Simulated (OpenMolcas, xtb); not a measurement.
# GaCNCl2 (SMILES N#[C][Ga]([Cl])[Cl]): the HOMO–LUMO gap, rung by rung

The species is GaCNCl2 (5 atoms), meant as a singlet with charge 0. As SMILES, `N#[C][Ga]([Cl])[Cl]`. The coordinates come from a PBE0-D4/def2-TZVP relaxation.

Each level gives the HOMO–LUMO gap (eV). The values are calculated.

| level | kind | program | value (eV) | CPU time |
| --- | --- | --- | --- | --- |
| GFN0-xTB | semi-empirical | xtb | 4.69 | under 2 s |
| HF/cc-pVDZ | Hartree–Fock | OpenMolcas | 13.65 | 16 s |
| SVWN5/cc-pVDZ | LDA | OpenMolcas | 4.87 | 29 s |
| revPBE/cc-pVDZ | GGA | OpenMolcas | 5.07 | 39 s |
| TPSS/cc-pVDZ | meta-GGA | OpenMolcas | 5.25 | 49 s |
| M06-2X/cc-pVDZ | hybrid meta-GGA | OpenMolcas | 9.20 | 43 s |
| B2PLYP/cc-pVDZ | double hybrid | OpenMolcas | 9.58 | 27 s |

All-electron rows without a relativistic Hamiltonian named are non-relativistic. The values span 4.69 to 13.65 eV. Orbital gaps aren't excitation energies, and those of double hybrids come from the SCF part alone; they tend to grow with the share of exact exchange. Times are those of the runs behind each value, whatever else they computed, on shared processors of several kinds: orders of magnitude only.
